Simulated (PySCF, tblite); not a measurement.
Isomers of C5H8OSSi. Method: GFN2-xTB as coded in tblite; computed harmonic values from a numerical Hessian at the method's own geometry, unscaled. This tight-binding method is rough: wavenumbers can miss measured ones by several per cent, in bad cases by 10 to 20. Modes of hydrogen on silicon and sulfur can be 10 to 20 % off. One conformer each.

Electronic energies: PBE0/pcSseg-1 single points on the GFN2-xTB geometries (PySCF, gas phase).

| SMILES | electronic energy, lowest = 0 (kJ/mol) |
| --- | --- |
| C[SiH2]c1ccc(S)o1 | 98.0 |
| C=C1C=C(SC)O[SiH2]1 | 86.3 |
| C=C(C)[Si@H]1OC=CS1 | 0.0 |

Q: How do GFN2-xTB zero-point energies change the relative energies?

A: 
```csv
SMILES,ZPE (kJ/mol),of it from modes above 1550 cm⁻¹,electronic (kJ/mol),"with ZPE, lowest = 0 (kJ/mol)",lowest mode (cm⁻¹),rings
C=C(C)[Si@H]1OC=CS1,303.7,162.2,0.0,0.0,23,1
C=C1C=C(SC)O[SiH2]1,293.9,157.6,86.3,76.5,35,1
C[SiH2]c1ccc(S)o1,288.3,143.2,98.0,82.6,19,1
```

The zero-point energies span 15.4 kJ/mol, from `C[SiH2]c1ccc(S)o1` to `C=C(C)[Si@H]1OC=CS1`. The order is unchanged.

Q: And how do the electronic energies of GFN2-xTB itself compare?

A: `C=C(C)[Si@H]1OC=CS1` 0.0; `C=C1C=C(SC)O[SiH2]1` 53.5; `C[SiH2]c1ccc(S)o1` 104.7 kJ/mol, lowest = 0. Against the energies above, taken from the same isomer `C=C(C)[Si@H]1OC=CS1`, the largest difference is 32.8 kJ/mol.
